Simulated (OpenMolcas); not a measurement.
**S3+: the spin-orbit constant, worked from levels**

```yaml
Program: OpenMolcas 26.06
Basis: ANO-RCC-VQZP [6s5p3d2f1g]
Scalar_Hamiltonian: DKH2, point nucleus
Active_space: 1 electron in 9 orbitals (RAS2 3p; RAS3 3d 4s, at most 1 electron)
State_averaging: 2S+1 = 2 odd, 3 roots; 2S+1 = 2 even, 6 roots
Spin-orbit_coupling: state interaction with AMFI integrals over the reference wave functions, term energies averaged over their components
```

Methods: RASSCF; SS-RASPT2, IPEA 0.25 Eh, imaginary shift 0.1 Eh (closed shells correlated: 2s 2p 3s). Measured levels: NIST levels in Podobedova, Kelleher and Wiese, J. Phys. Chem. Ref. Data 38, 171 (2009).

**The spin-orbit constant.** For the Hund term ²P° of p1, E(J) = (A/2) J(J+1) + constant and ζ = 2S·A = A. From J = 1/2 to J = 3/2 the energy changes by 1.5 A.

```json
{"Source": "RASSCF", "E(3/2) - E(1/2)": "859.9", "A": "573.3", "ζ": "573"}
{"Source": "SS-RASPT2", "E(3/2) - E(1/2)": "859.9", "A": "573.3", "ζ": "573"}
{"Source": "measured", "E(3/2) - E(1/2)": "951.4", "A": "634.3", "ζ": "634"}
```

All in cm-1. SS-RASPT2 is off by -9.6 % and RASSCF by -9.6 %. Both methods take the spin-orbit matrix elements from the reference wave functions, so the second can move ζ only through the term energies and any multistate remixing.

Over all roots computed the reference weight is 0.92 to 0.97 in SS-RASPT2; the roots of lowest weight are the least certain, and an intruder state may touch them. With one active electron the reference holds no correlation, so core polarisation is missing (holds for RASSCF). With one active electron, CASPT2 adds the correlation within the correlated inactive shells and between them and that electron, and leaves the splitting within a term as the reference gives it (holds for SS-RASPT2). Computed and measured levels are paired by configuration, term and J; levels that our copy of the source lacks, or whose pairing is in doubt (as where it misses far off the trend of its configuration), stay unpaired and out of the deviations. Levels of configurations outside the active space are missing.

° marks odd parity.
